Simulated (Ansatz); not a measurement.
Energy difference R1 → 3 P1, each structure at its B3LYP-D3(BJ)/def2-TZVP stationary point, reached from a drawn start (curvature not checked).
R1: O3 (SMILES O=[O+][O-]), charge 0, multiplicity 1.
P1: O atom, charge 0, multiplicity 3.

P less R. No zero-point or thermal terms; singlets are restricted closed shells; open shells are unrestricted; no spin–orbit coupling.

Correlated levels freeze the cores.

Codes used: Ansatz (Gaussian basis) for Hartree–Fock, density functionals and correlated methods. All values are computed, each at the level named.

One of these levels gives 114.80 kcal/mol for the reaction energy. Name it.
A. CCSD/cc-pVQZ
B. HF/cc-pVTZ
C. r2SCAN/def2-TZVPP
D. MP2/cc-pVQZ

A, CCSD/cc-pVQZ. The others give -55.49 (HF/cc-pVTZ), 151.69 (r2SCAN/def2-TZVPP), 166.42 (MP2/cc-pVQZ)

Doubts at one or more of the structures used: other coupled-cluster roots may lie near (CCSD/cc-pVQZ).

Ansatz is a quantum-chemistry and plane-wave program.
